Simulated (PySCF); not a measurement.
Predicted microwave data (PBE0/pcSseg-1 in PySCF (dipole) on a GFN2-xTB geometry, gas phase) for one isomer of C6H9ClO:

```
Rotational constants : A = 2896, B = 933.8, C = 737.9 MHz
Dipole components    : |μa| = 0.69 D, |μb| = 0.32 D, |μc| = 0.25 D
Inertial defect      : -30.86 u·Å²
κ                    : -0.82
```

Question: Which structure is it? (One computed conformer of each.)
A. `[Cl:1][CH2:2][C@@H:3]1[CH:4]=[CH:5][O:6][CH2:7][CH2:8]1` with Cl1–C2–C3–C4 -178°, C2–C3–C4–C5 -140°, C4–C5–O6–C7 -9°, C5–O6–C7–C8 41°, O6–C7–C8–C3 -61°
B. `[CH2:1]=[C:2]1[CH2:3][C@@H:4]([Cl:5])[C@H:6]1[O:7][CH3:8]` with C4–C6–O7–C8 -82°
C. `[CH2:1]=[C:2]([Cl:3])[C:4](=[CH2:5])[O:6][CH2:7][CH3:8]` with C1–C2–C4–C5 179°, C2–C4–O6–C7 180°, C4–O6–C7–C8 179°
D. `[CH2:1]=[C:2](/[CH:3]=[CH:4]\[Cl:5])[CH2:6][CH2:7][OH:8]` with C1–C2–C3–C4 178°, C1–C2–C6–C7 4°, C2–C6–C7–O8 -63°, C6–C7–O8–H -52°

Answer: D. It is C=C(/C=C\Cl)CCO, an asymmetric top, point group C1. The candidates at the same level (rigid rotor, commonest isotopes):

| SMILES | A (MHz) | B (MHz) | C (MHz) | μa (D) | μb (D) | μc (D) | Δ (u·Å²) | point group | rotor |
| --- | --- | --- | --- | --- | --- | --- | --- | --- | --- |
| C=C(/C=C\Cl)CCO | 2896 | 933.8 | 737.9 | 0.69 | 0.32 | 0.25 | -30.86 | C1 | asymmetric top |
| C=C1C[C@@H](Cl)[C@H]1OC | 2089 | 1619 | 1034 | 0.95 | 0.25 | 2.07 | -65.17 | C1 | asymmetric top |
| ClC[C@@H]1C=COCC1 | 4377 | 922.2 | 792.0 | 0.83 | 0.54 | 0.12 | -25.35 | C1 | near-prolate asymmetric top |
| C=C(Cl)C(=C)OCC | 4168 | 859.1 | 718.8 | 2.40 | 0.14 | 0.02 | -6.38 | – | near-prolate asymmetric top |

`C=C1C[C@@H](Cl)[C@H]1OC` has B 73 % too high; `C=C(Cl)C(=C)OCC` has A 44 % too high; `ClC[C@@H]1C=COCC1` has A 51 % too high. No structure here is proved a minimum.
